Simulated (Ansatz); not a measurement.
Frontier orbitals of `[I][Zr]([I])([I])[I]`.

```xyz
5

I    -1.431   -0.331    2.234
Zr    0.000    0.000    0.000
I     2.586   -0.430    0.526
I    -0.832   -1.735   -1.857
I    -0.323    2.496   -0.904
```

The species carries charge 0 and has multiplicity 1. Correlated methods include outer-core shells of I, Zr, which these sets cover unevenly. I, Zr: def2 effective core potential. All single points use the PBE0-D4/def2-TZVP geometry. Basis def2-TZVPP, Ansatz 0.2.0.

Orbital energies of one run (eV). Highest occupied ones, from the top: -8.11, -8.11, -8.11, -8.86, -8.86, -8.86, -9.18, -9.18, -9.58, -9.58, -9.58, -10.20, -19.91, -19.91. Empty: -2.93, -2.93, -2.34, -2.34, -2.34, 0.08.

Which functional gave them?
A. LDA (SPW92)
B. r2SCAN0
C. BLYP
D. r2SCANh

B. HOMO energies: r2SCAN0 -8.11, BLYP -6.62, r2SCANh -7.52, LDA (SPW92) -6.99 eV.
